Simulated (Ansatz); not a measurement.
```
atom   x (Å)   y (Å)   z (Å)
  Mo  0.0000  0.0000  0.0000
  Mn  0.0000  0.0000  2.3000
```

Basis set: pcseg-2 on Mn; def2-TZVPP on Mo (spherical functions, with the set's core potentials past Kr). Some runs use density fitting. Charge 0, multiplicity 2.

Computed with Ansatz (development build ahead of 0.2.0); each method stands on the lowest determinant of its kind that the runs found.

Task: Give the atomization energy at this shape (free ground-state atoms in the same class of orbitals less the molecule, no zero-point energy) of doublet MnMo by PBE (unrestricted), PBE0 (unrestricted), UHF.

Result:

```json
{"method": "PBE (unrestricted)", "atomization energy": "35.13 kcal/mol"}
{"method": "PBE0 (unrestricted)", "atomization energy": "10.58 kcal/mol"}
{"method": "UHF", "atomization energy": "-34.43 kcal/mol"}
```

Caution: another spin multiplicity may lie lower; the unrestricted determinant is a mixture of spin states. Caution for UHF: the molecule lies well above its atoms at this level.

The shape needn't be a minimum at these levels.
